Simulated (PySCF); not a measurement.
## Circular dichroism: `BOB[C@H]1C[C@H]1F`, C$_{3}$H$_{7}$B$_{2}$FO

Geometry:
```tsv
atom	x (Å)	y (Å)	z (Å)
B1	3.070	0.115	-0.180
O2	1.841	-0.296	-0.203
B3	0.601	-0.685	-0.228
C4	-0.556	0.391	-0.289
C5	-1.867	0.069	-0.985
C6	-1.830	0.199	0.491
F7	-1.980	-0.929	1.244
H8	3.595	0.322	0.857
H9	3.649	0.273	-1.196
H10	0.352	-1.837	-0.208
H11	-0.243	1.428	-0.356
H12	-2.359	0.839	-1.559
H13	-1.976	-0.926	-1.386
H14	-2.296	1.035	1.000
```

Method used: TDDFT PBE0/aug-cc-pVDZ circular dichroism and optical rotation, one conformer, gas phase in PySCF 2.14.0. Geometry: GFN2-xTB.

The molecule is flexible and this is one conformer; a measurement averages over conformers.

**Question.** What are the CIP labels of the stereocentres?

**Answer.** C4 S, C6 R.

**Question.** Which excitations and rotatory strengths does the calculation give?

**Answer.** Rotatory strengths R in 10⁻⁴⁰ esu² cm², velocity form and length form (origin at the centre of mass); f in length form.
```tsv
state	E (eV)	λ (nm)	f	R (velocity)	R (length)	main
1	6.00	207	0.002	-32.2	-32.7	HOMO−1→LUMO 0.51, HOMO→LUMO 0.27
2	6.34	196	0.024	-57.0	-57.7	HOMO→LUMO+1 0.74, HOMO−2→LUMO+1 0.12
3	6.63	187	0.034	+45.5	+46.4	HOMO→LUMO 0.68, HOMO−1→LUMO 0.23
4	6.81	182	0.087	+124.6	+126.2	HOMO−2→LUMO+1 0.55, HOMO→LUMO+1 0.20
5	7.01	177	0.202	-62.0	-62.8	HOMO−1→LUMO+1 0.69, HOMO−2→LUMO+1 0.24
6	7.12	174	0.034	-10.6	-10.6	HOMO→LUMO+2 0.87
7	7.25	171	0.138	-2.8	-3.0	HOMO−2→LUMO 0.90
8	7.27	170	0.029	-41.2	-41.8	HOMO−3→LUMO 0.67, HOMO−1→LUMO 0.18
9	7.57	164	0.010	+17.4	+17.4	HOMO−1→LUMO+2 0.66, HOMO→LUMO+3 0.10
10	7.62	163	0.043	+17.2	+17.4	HOMO−3→LUMO+1 0.83, HOMO−1→LUMO+2 0.09
11	7.69	161	0.009	+2.4	+2.6	HOMO→LUMO+3 0.71, HOMO−1→LUMO+2 0.08
12	7.79	159	0.026	+15.5	+15.5	HOMO→LUMO+4 0.91
```

Among the states computed, the strongest CD band (largest |R|) is state 4. The largest dissymmetry factor in size, g = 4R/(D+G), with D and G the electric and magnetic dipole strengths, is -0.17 for state 1 (velocity form, f = 0.002), among bands with |R| over 0.5. The mirror image has the same energies and oscillator strengths and all R with the opposite sign.
